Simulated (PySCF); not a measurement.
**LiI at RHF-CCSD(T)**

Computed with RHF-CCSD(T); PySCF, scalar-relativistic core potentials, basis sets Li def2-SVPD, I def2-SVPD with ECP28.

* state: ¹Σ⁺ (singlet), closed shell
* bond length: 2.437 Å
* harmonic wavenumber: 472 cm⁻¹
* force constant: 0.874 mdyn/Å
* rotational constant Be: 0.4268 cm⁻¹
* anharmonicity ωexe: 3.00 cm⁻¹
* vibration–rotation constant αe: 0.00431 cm⁻¹
* well depth De to Li + I: 3.59 eV
* dissociation energy D0: 3.56 eV

Correlated steps freeze 4 core orbitals. Correlated levels converge slowly with the basis: in double zeta they bind strong bonds too weakly, by up to about 1 eV, and carry superposition errors of some tenths. Spin–orbit coupling is left out, which matters for elements this heavy, above all for dissociation energies. Where the molecule has an RHF reference, its open-shell atoms are computed with UHF.
